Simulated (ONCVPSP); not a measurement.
# Pseudopotential generation for Be (Z = 4): ONCV, PBE, scalar-relativistic.

- Element: beryllium
- Generator: ONCVPSP 4.0.1
- Type: optimised norm-conserving Vanderbilt (ONCV)
- Functional: PBE
- Relativity: scalar-relativistic
- Frozen core: none
- Valence charge: 4
- Reference configuration: 1s2 2s2
- Partial waves: 1s+2s: rc 0.90 bohr, ncon 3, nbas 8, qcut 15 1/bohr, 2 projectors; p scattering state at 0.3 Ha: rc 0.70 bohr, ncon 4, nbas 7, qcut 10.1 1/bohr, 2 projectors, debl 1.7 Ha; d scattering state at 0.33 Ha: rc 0.75 bohr, ncon 4, nbas 8, qcut 13.5 1/bohr, 1 projector
- Local potential: polynomial inside 0.55 bohr (lpopt 5, dvloc0 0 Ha)
- Core correction: none

All-electron outer shells of the reference configuration (PBE, scalar-relativistic, ld1.x):

| shell | level (eV) | outermost node (bohr) | outermost maximum (bohr) |
| --- | --- | --- | --- |
| 1s | -106.21 | – | 0.27 |
| 2s | -5.61 | 0.59 | 2.04 |

Question: Estimate the cutoffs (Ha) at which the residual kinetic energy of the hardest occupied pseudo-wave falls to 1 and 0.1 mHa per electron.

Answer: 74 Ha and 87 Ha.

Question: What does a ghost test show?

Answer: No bound ghost flagged; GHOST(+) flags only above 600 eV.

Question: Which valence shell sets the plane-wave cutoff?

Answer: 1s: 74 Ha for 1 mHa per electron, against 61 Ha for 2s.

Question: Tests: 1s2 2s1; 1s2 2s0; 1s2 2s1.5; 1s2 2s0 2p1. Which has the largest error in its energy relative to the reference configuration, and how large is it?

Answer: 1s2 2s0 2p1, with +4.6 meV (all-electron minus pseudo) on +13.46 eV.
